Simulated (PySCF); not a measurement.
C3H8BFO, SMILES B(F)(CC)CO.

Geometry optimised at r2SCAN-D4/def2-SVP. This is a generated structure with no PubChem entry under its InChIKey; it may be hypothetical. The values are those of a single conformer.

Two levels are set side by side: TDA-PBE/def2-SVPD (PySCF) and TDA-PBE0/def2-SVPD (PySCF). Vertical, same geometry. The lowest singlet is HOMO→LUMO 99 % with PBE and HOMO→LUMO 95 % with the other functional; states are paired by order. Differences are taken from unrounded values.

| quantity | TDA-PBE |
|---|---|
| lowest singlet excitation (eV) | 4.96 |
| lowest triplet excitation (TDA) (eV) | 4.61 |

Q: These are the TDA-PBE values. What does TDA-PBE0 give? (An estimate is asked for; the answer gives what the named calculation found.)

A: 
```
quantity                              TDA-PBE0  TDA-PBE minus TDA-PBE0
------------------------------------  --------  ----------------------
lowest singlet excitation (eV)            5.87                   -0.91
lowest triplet excitation (TDA) (eV)      5.38                   -0.78
```

Functionals without exact exchange tend to place singlet excitations lower, as here. Differences between two approximate levels are no errors against the true value.

Rough cost on one machine, each run with all the roots and properties that it gave: TDA-PBE0 against TDA-PBE about 2 times.
